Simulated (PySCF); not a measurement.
# SMILES N#CC[C@H]1C[C@@H]1[SiH2]P, C5H10NPSi

Molfile (atoms numbered from 1):
```
C5H10NPSi
     RDKit          3D

 18 18  0  0  0  0  0  0  0  0999 V2000
   -4.4078   -0.7634   -0.2529 N   0  0  0  0  0  0  0  0  0  0  0  0
   -3.4532   -0.1957   -0.5222 C   0  0  0  0  0  0  0  0  0  0  0  0
   -2.2355    0.5074   -0.8426 C   0  0  0  0  0  0  0  0  0  0  0  0
   -1.0590   -0.1096   -0.1108 C   0  0  1  0  0  0  0  0  0  0  0  0
   -0.3033   -1.2407   -0.7238 C   0  0  0  0  0  0  0  0  0  0  0  0
    0.3347    0.1200   -0.6257 C   0  0  2  0  0  0  0  0  0  0  0  0
    1.7267    0.4580    0.5992 Si  0  0  0  0  0  4  0  0  0  0  0  0
    3.5824    0.8058   -0.6065 P   0  0  0  0  0  0  0  0  0  0  0  0
   -2.3557    1.5561   -0.5509 H   0  0  0  0  0  0  0  0  0  0  0  0
   -2.0804    0.4631   -1.9243 H   0  0  0  0  0  0  0  0  0  0  0  0
   -1.1878   -0.1283    0.9650 H   0  0  0  0  0  0  0  0  0  0  0  0
    0.0527   -2.0283   -0.0772 H   0  0  0  0  0  0  0  0  0  0  0  0
   -0.6064   -1.5942   -1.6991 H   0  0  0  0  0  0  0  0  0  0  0  0
    0.3969    0.6626   -1.5634 H   0  0  0  0  0  0  0  0  0  0  0  0
    1.4499    1.6973    1.3382 H   0  0  0  0  0  0  0  0  0  0  0  0
    1.8135   -0.6522    1.5571 H   0  0  0  0  0  0  0  0  0  0  0  0
    3.9252   -0.5278   -0.7320 H   0  0  0  0  0  0  0  0  0  0  0  0
    4.3984    0.9759    0.4954 H   0  0  0  0  0  0  0  0  0  0  0  0
  1  2  3  0
  2  3  1  0
  3  4  1  0
  4  5  1  0
  5  6  1  0
  6  7  1  0
  7  8  1  0
  6  4  1  0
  3  9  1  0
  3 10  1  0
  4 11  1  1
  5 12  1  0
  5 13  1  0
  6 14  1  6
  7 15  1  0
  7 16  1  0
  8 17  1  0
  8 18  1  0
M  END
```

Level of theory: TDDFT PBE0/def2-SVPD circular dichroism and optical rotation, one conformer, gas phase (PySCF 2.14.0). Geometry: GFN2-xTB.

The molecule is flexible and this is one conformer; a measurement averages over conformers. States above about 7.7 eV (minus the energy of the highest occupied orbital) lie near or above the ionisation threshold and depend on the basis.

Stereocentres: C4 S, C6 S.

Task: What is the specific rotation at 633, 589.3, 546, 436, 405, 365, 355 nm?

Result: [α] in deg dm⁻¹ (g/mL)⁻¹:
| λ (nm) | origin-invariant length gauge | modified velocity gauge | length gauge (centre of mass) | isotropic polarisability (au) |
| --- | --- | --- | --- | --- |
| 633 | +69.0 | +68.1 | +68.2 | 118.5 |
| 589.3 | +80.1 | +79.0 | +79.0 | 119.0 |
| 546 | +93.9 | +92.7 | +92.6 | 119.7 |
| 436 | +150.7 | +149.3 | +148.4 | 122.6 |
| 405 | +176.2 | +174.8 | +173.3 | 123.9 |
| 365 | +219.7 | +218.4 | +215.6 | 126.2 |
| 355 | +232.9 | +231.8 | +228.5 | 126.9 |

Task: And for the mirror image at 589.3 nm?

Result: -80.1 deg dm⁻¹ (g/mL)⁻¹ (origin-invariant length gauge): the same size and the opposite sign.

Task: What is the molar rotation [Φ] = [α]·M/100 of the geometry above at 589.3 nm?

Result: With M = 143.20 g/mol, +114.7 deg cm² dmol⁻¹ (origin-invariant length gauge).

The first excitation lies at 6.50 eV (191 nm) with R = +16.2 × 10⁻⁴⁰ esu² cm² (velocity form).
